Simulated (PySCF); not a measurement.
Cd(H)(Me) (CH4Cd), SMILES [CH3][CdH]. Geometry optimised at B3LYP-D3(BJ)/def2-TZVP. The def2 effective core potentials stand for the cores of Cd; spin–orbit coupling is left out.

Method: B3LYP-D3(BJ)/def2-TZVP run with PySCF 2.14.0.

Harmonic wavenumbers (cm⁻¹): 425, 425, 492, 711, 711, 1188, 1461, 1461, 1778, 3036, 3115, 3115. Rotational constants (GHz): 159.8, 7.180, 7.180; symmetry number 3.

Work out the zero-point energy and the ideal-gas rigid-rotor harmonic-oscillator thermochemistry at 298.15 K and 1 atm.

ZPE = ½ Σ hcν = ½ × 17916 cm⁻¹ = 25.61 kcal/mol. H − E(el) = 28.64 kcal/mol. Entropy in cal/(mol K): translation 40.46, rotation 19.01, vibration 3.09, total 62.57. G − E(el) = 9.99 kcal/mol. Cp = 14.08 cal/(mol K).
